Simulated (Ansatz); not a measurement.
Molecule: ZnBr, charge 0, multiplicity 2. The spin state was set by rule; other spins were not relaxed. 
Geometry from a B3LYP-D3(BJ)/def2-TZVP (Ansatz, a first-principles code) optimisation:
```xyz
2

Zn     0.0000     0.0000    -1.2602
Br     0.0000     0.0000     1.0802
```
Charge 0, spin multiplicity 2.

Quantity: atomisation energy (electronic, to ground-state atoms), in kcal/mol. Cores are frozen in the correlated levels unless marked. Open shells are spin-unrestricted. Spin-orbit coupling is left out. The frozen core is the preceding noble-gas configuration, with the filled d and f shells of earlier blocks. No relativistic terms. The coupled-cluster limit lacks core correlation, which all-electron functionals hold. Basis-set limits of correlation are two-point, X^-3; Hartree-Fock from the larger set.

```tsv
level	program	atomisation energy (kcal/mol)
B3LYP/def2-TZVPD	Ansatz	[?]
r2SCANh-D4/def2-TZVPD	Ansatz + dftd4	[?]
wB97X-V/def2-TZVPD	Ansatz	44.7
B2PLYP/def2-TZVPD	Ansatz	[?]
CCSD/def2-TZVPPD	Ansatz	40.0
CCSD(T)/CBS(def2-TZVPP,def2-QZVPP)	Ansatz	43.5
```

Question: Some entries are withheld; supply them.

Answer: 
- B3LYP/def2-TZVPD, atomisation energy (kcal/mol): 38.6
- r2SCANh-D4/def2-TZVPD, atomisation energy (kcal/mol): 49.3
- B2PLYP/def2-TZVPD, atomisation energy (kcal/mol): 41.6
